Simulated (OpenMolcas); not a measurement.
F2+.

```
Program             : OpenMolcas
Basis               : ANO-RCC-VQZP [5s4p3d2f1g]
Scalar Hamiltonian  : DKH2, point nucleus
Active space        : 3 electrons in 9 orbitals (RAS2 2p; RAS3 3s 3d, at most 1 electron)
State averaging     : 2S+1 = 4 odd, 1 root; 2S+1 = 2 odd, 8 roots; 2S+1 = 4 even, 3 roots; 2S+1 = 2 even, 3 roots
Spin-orbit coupling : RASSI with atomic mean-field integrals over the reference wave functions, term energies averaged over their components
```

Two sets of levels on these reference wave functions, in cm⁻¹ above 2s² 2p³ ⁴S°_3/2: one from RASSCF and one from SS-RASPT2, IPEA 0.25 Eh, imaginary shift 0.1 Eh (closed shells correlated: 1s 2s).

| Level | Set 1 | Set 2 |
| --- | --- | --- |
| 2s² 2p³ ⁴S°_3/2 | 0.0 | 0.0 |
| 2s² 2p³ ²D°_3/2 | 34830 | 37940 |
| 2s² 2p³ ²D°_5/2 | 34840 | 37950 |
| 2s² 2p³ ²P°_1/2 | 56430 | 62940 |
| 2s² 2p³ ²P°_3/2 | 56440 | 62950 |

Problem. Which set is which?

Solution. Set 1 is SS-RASPT2. Its levels of the other terms of 2s² 2p³ lie at 0.90 to 0.92 of the other set's values, as expected, since terms of lower spin or lower L gain more correlation energy than the Hund ground term.

CASPT2 breaks the degeneracy within a term, and the mean is taken; among the terms shown or strongly mixed into the levels shown the widest spread is 140 cm-1 (2s² 2p³ ²D°, SS-RASPT2). With the s shell closed, the reference lacks s² → p² mixing. Levels of configurations outside the active space are missing. Levels that lie high or do not pair safely by name in every column are left out.

° marks odd parity.
